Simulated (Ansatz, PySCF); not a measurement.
This PySCF input computes a BLYP/def2-TZVPD energy:

```python
from pyscf import gto, scf, dft

mol = gto.M(
    atom='''
    As    0.01441546    0.01990738    0.05382047
    H    -0.74881584   -1.03350634   -0.75816386
    H    -1.19082544    1.15022297   -0.50923401
    H     1.46393108   -0.77366026   -0.50867770
    ''',
    basis='def2-tzvpd',
    charge=-1,
    spin=1,
    verbose=4,
)

mf = dft.UKS(mol, xc='blyp').density_fit(auxbasis='def2-universal-jkfit')
mf.grids.level = 3
mf.conv_tol = 1e-9
mf.max_cycle = 100
mf.max_memory = 1500
mf.kernel()
if not mf.converged:
    mf = mf.newton()
    mf.kernel(mf.make_rdm1())
for _ in range(2):
    mo, _, stable, _ = mf.stability(return_status=True)
    if stable:
        break
    mf.kernel(mf.make_rdm1(mo, mf.mo_occ))
mf.analyze()
```

Question: Write an input for the same energy in Ansatz (a first-principles code) and say what it gives.

Answer: 
Ansatz 0.2 input:
```yaml
crystal:
  periodic: [false, false, false]
  atoms:
    - {symbol: As, position_ang: [0.01441546, 0.01990738, 0.05382047]}
    - {symbol: H, position_ang: [-0.74881584, -1.03350634, -0.75816386]}
    - {symbol: H, position_ang: [-1.19082544, 1.15022297, -0.50923401]}
    - {symbol: H, position_ang: [1.46393108, -0.77366026, -0.50867770]}
basis:
  gaussian:
    orbitals: def2-TZVPD
hamiltonian:
  xc: {name: BLYP}
total_charge: -1
magnetization: {spin_polarized: true, initial_magnetization: 1}
output: {forces: true}
```
It gives -2237.65331 Eh, and PySCF -2237.65367 Eh, a difference of 0.36 mEh, from the treatment of integrals and grids.
